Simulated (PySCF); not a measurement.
Be: excitation energy

Be [He] 2s2 (1S) → Be [He] 2s1 2p1 (3P), as a difference of total energies. Computed with PySCF 2.14 in def2-QZVPPD (7s4p2d1f, 36 functions), with no relativity, point nucleus. Correlated levels: valence and next inner shell: nothing frozen. The calculations carry no spin-orbit coupling.

```csv
method,excitation energy (cm⁻¹)
UHF,13035
MP2 (valence and next inner shell),18712
SCS-MP2 (valence and next inner shell),20357
CCSD (valence and next inner shell),21911
CCSD(T) (valence and next inner shell),21977
CCSDT (valence and next inner shell),21980
```

Errors of the correlated levels include the incompleteness of this basis.

For comparison: 21980 cm⁻¹ (measured; NIST levels, between the centres of gravity of the two terms).
